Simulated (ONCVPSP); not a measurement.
molybdenum: one change to an ONCV potential, before and after

```
Element                 : molybdenum
Generator               : ONCVPSP 4.0.1
Type                    : optimised norm-conserving Vanderbilt (ONCV)
Functional              : PBE
Relativity              : scalar-relativistic
Frozen core             : [Ar] 3d10
Valence charge          : 14
Reference configuration : 4s2 4p6 4d5 (charge +1)
Partial waves           : 4s: rc 1.30 bohr, ncon 4, nbas 9, qcut 6 1/bohr, 1 projector; 4p: rc 1.95 bohr, ncon 5, nbas 10, qcut 6.8 1/bohr, 1 projector; 4d: rc 2.10 bohr, ncon 4, nbas 9, qcut 7.6 1/bohr, 1 projector
Local potential         : polynomial inside 1.00 bohr (lpopt 5, dvloc0 6 Ha)
Core correction         : Teter function, fcfact 6, rcfact 1
```

All-electron outer shells of the reference configuration (PBE, scalar-relativistic, ld1.x):

| shell | level (eV) | outermost node (bohr) | outermost maximum (bohr) |
| --- | --- | --- | --- |
| 4s | -71.11 | 0.51 | 0.99 |
| 4p | -45.29 | 0.52 | 1.08 |
| 4d | -10.41 | 0.53 | 1.38 |

Change: all radii but the core radius scaled by about 1.29 (s 1.68, p 2.52, d 2.72 bohr); local potential polynomial inside 1.30 bohr (lpopt 5, dvloc0 6 Ha).

Cutoffs: the cutoffs (Ha) at which the residual kinetic energy of the hardest occupied pseudo-wave falls to 1 and 0.1 mHa per electron; they do not see the model core or the augmentation charge, which bear on the density cutoff. Errors are all-electron minus pseudo energies relative to the spin-unpolarised reference configuration.

Q: Predict the effect on cutoff, ghosts and configuration errors.

A: The potential gets softer (58 Ha and 137 Ha → 15 Ha and 20 Ha); of the 4 tests that both files solve, the error grows in 3 and shrinks in 1 by more than 15 % and 0.3 meV (median size 7.2 → 19.8 meV); neither file shows a bound ghost. A larger radius leaves more room for a smooth pseudo-wave, so fewer plane waves are needed.

```tsv
quantity	base	changed
cutoff, loose	58 Ha	15 Ha
cutoff, tight	137 Ha	20 Ha
loose cutoff by channel	s 58 Ha, p 12 Ha, d 18 Ha	s 15 Ha, p 13 Ha, d 15 Ha
bound ghosts	none	none
GHOST(+) flags under 300 eV	none	none
error for 4s2 4p6 4d5 5s1, meV [ΔE -6.89 eV]	+359	-191
error for 4s2 4p6 4d4, meV [ΔE 15.46 eV]	+1.3	+2.6
error for 4s2 4p6 4d3, meV [ΔE 42.21 eV]	+13	+37
error for 4s2 4p6 4d6, meV [ΔE -6.13 eV]	-0.6	-1.9
rms error of d²Exc/dni dnj with the model core, mHa	1.36	0.97
```
